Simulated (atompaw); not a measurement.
**potassium: variants of one PAW (atompaw) potential**

Base potential:

| Item | Value |
| --- | --- |
| Element | K |
| Generator | atompaw 4.2.0.5 |
| Type | PAW |
| Functional | LDA (PW92) |
| Relativity | scalar-relativistic |
| Frozen core | [Ne] |
| Valence charge | 9 |
| Reference configuration | 3s2 3p6 4s0.5 4p0.5 |
| Partial waves | 3s (bound); 4s (bound); 3p (bound); 4p (bound); 3d channel at 0.5 Ry; 3d channel at 2 Ry |
| Local potential | troulliermartins scheme with l = 3 at 0 Ry, radius 1.60 bohr |
| Core correction | smooth core density matched at 1.40 bohr |
| Augmentation charge | gaussian compensation charge, radius 1.70 bohr; PAW radius 1.95 bohr; waves and projectors: bloechl |

Cutoffs, loose and tight: the cutoffs (Ry, on a coarse ladder) from which the occupation-weighted sum of valence levels, in a spherical-Bessel basis at the reference potential, stays within 10 and 1 mRy of its value at 400 Ry. They see the waves, projectors and local potential, not the compensation charge or the core. A dash means not determined.

```csv
change,outcome,"cutoff, loose","cutoff, tight",bound ghosts
base,"generated, no UPF (negative core plus compensation charge)",45 Ry,70 Ry,none
"all radii scaled by about 0.75 (s 1.46, p 1.24, d 1.24 bohr); local potential troulliermartins scheme with l = 3 at 0 Ry, radius 1.20 bohr; augmentation gaussian compensation charge, radius 1.26 bohr; PAW radius 1.46 bohr; waves and projectors: bloechl; core correction smooth core density matched at 1.04 bohr",failed: atompaw: terminating projector 1000,–,–,–
"all radii scaled by about 0.82 (s 1.60, p 1.36, d 1.36 bohr); local potential troulliermartins scheme with l = 3 at 0 Ry, radius 1.30 bohr; augmentation gaussian compensation charge, radius 1.40 bohr; PAW radius 1.60 bohr; waves and projectors: bloechl; core correction smooth core density matched at 1.14 bohr",failed: atompaw: terminating projector 1000,–,–,–
"all radii scaled by about 0.86 (s 1.68, p 1.42, d 1.42 bohr); local potential troulliermartins scheme with l = 3 at 0 Ry, radius 1.38 bohr; augmentation gaussian compensation charge, radius 1.48 bohr; PAW radius 1.68 bohr; waves and projectors: bloechl; core correction smooth core density matched at 1.22 bohr","generated, no UPF (negative core plus compensation charge)",55 Ry,90 Ry,none
"all radii scaled by about 0.93 (s 1.80, p 1.54, d 1.54 bohr); local potential troulliermartins scheme with l = 3 at 0 Ry, radius 1.48 bohr; augmentation gaussian compensation charge, radius 1.58 bohr; PAW radius 1.80 bohr; waves and projectors: bloechl; core correction smooth core density matched at 1.30 bohr",failed: atompaw: terminating projector 1000,–,–,–
"all radii scaled by about 1.07 (s 2.08, p 1.76, d 1.76 bohr); local potential troulliermartins scheme with l = 3 at 0 Ry, radius 1.70 bohr; augmentation gaussian compensation charge, radius 1.82 bohr; PAW radius 2.08 bohr; waves and projectors: bloechl; core correction smooth core density matched at 1.50 bohr","generated, no UPF (negative core plus compensation charge)",40 Ry,70 Ry,none
"all radii scaled by about 1.11 (s 2.16, p 1.84, d 1.84 bohr); local potential troulliermartins scheme with l = 3 at 0 Ry, radius 1.78 bohr; augmentation gaussian compensation charge, radius 1.88 bohr; PAW radius 2.16 bohr; waves and projectors: bloechl; core correction smooth core density matched at 1.56 bohr","generated, no UPF (negative core plus compensation charge)",35 Ry,60 Ry,none
"all radii scaled by about 1.19 (s 2.32, p 1.96, d 1.96 bohr); local potential troulliermartins scheme with l = 3 at 0 Ry, radius 1.90 bohr; augmentation gaussian compensation charge, radius 2.02 bohr; PAW radius 2.32 bohr; waves and projectors: bloechl; core correction smooth core density matched at 1.66 bohr","generated, no UPF (negative core plus compensation charge)",30 Ry,55 Ry,none
"all radii scaled by about 1.28 (s 2.50, p 2.12, d 2.12 bohr); local potential troulliermartins scheme with l = 3 at 0 Ry, radius 2.04 bohr; augmentation gaussian compensation charge, radius 2.18 bohr; PAW radius 2.50 bohr; waves and projectors: bloechl; core correction smooth core density matched at 1.80 bohr",generated,30 Ry,45 Ry,none
```

(1) What comes out with this change to the base: all radii scaled by about 1.24 (s 2.42, p 2.04, d 2.04 bohr); local potential troulliermartins scheme with l = 3 at 0 Ry, radius 1.98 bohr; augmentation gaussian compensation charge, radius 2.10 bohr; PAW radius 2.42 bohr; waves and projectors: bloechl; core correction smooth core density matched at 1.74 bohr?

## Answers

(1) outcome: generated, no UPF (negative core plus compensation charge); cutoff, loose: 30 Ry; cutoff, tight: 50 Ry; bound ghosts: none.

Reading the sweep of the scale of all radii (base = 1) (base included, trends over the rows without a ghost): The loose cutoff falls from 55 Ry at 0.86 to 30 Ry at 1.28. A larger radius leaves more room for a smooth pseudo-wave, so fewer plane waves are needed; a smaller one forces it to follow the all-electron wave where it bends sharply. The generation fails at 0.75, 0.82, 0.93.
